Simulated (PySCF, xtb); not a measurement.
C4H12Si2, SMILES C1C[SiH2]C[SiH2]C1.

GFN2-xTB (xtb) at its own geometry gives an orbital gap of 5.39 eV and a dipole moment of 0.36 D.

The structure is a stationary point at ωB97X-D3(BJ)/def2-SVP. The values are those of a single conformer.

Question: What does PBE/def2-TZVP run with PySCF give? (An estimate is asked for; the answer gives what the named calculation found.)

Answer: gap 6.45 eV (levels -6.57 and -0.13 eV), dipole 1.02 D.
